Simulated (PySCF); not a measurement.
Te(Br)(OMe) (CH3BrOTe), SMILES [Te](Br)OC.

The structure is a stationary point at PBE-D3(BJ)/def2-SVP. The structure was generated by enumeration, and PubChem lists no compound with its InChIKey, so it may never have been made. The def2 effective core potentials stand for the cores of Te; spin–orbit coupling is left out. One conformer was computed; it need not be the lowest.

These are PBE-D3(BJ)/def2-SVP (PySCF) values and carry that method's errors.

Frequencies are harmonic and unscaled.

```
mode  ν (cm⁻¹)  IR (km/mol)  moving atoms (share of kinetic energy)
----  --------  -----------  --------------------------------------
1           67          1.6        C 44 %, Br 22 %, H 20 %, Te 12 %
2          122          1.0                          H 77 %, O 16 %
3          199          5.0                  O 56 %, H 32 %, Br 9 %
4          239         20.2                        Br 55 %, Te 40 %
5          276          2.6         C 40 %, O 24 %, H 23 %, Te 12 %
6          533         32.6                         O 76 %, Te 11 %
7         1025         92.2                          O 49 %, C 46 %
8         1119          1.9                          H 76 %, C 19 %
9         1130          7.9                          H 73 %, C 21 %
10        1391          8.9                                  H 92 %
11        1398         15.3                                  H 93 %
12        1422         14.8                                  H 96 %
13        2925         62.2                                  H 98 %
14        3009         24.3                          H 90 %, C 10 %
15        3041          9.9                          H 90 %, C 10 %
```
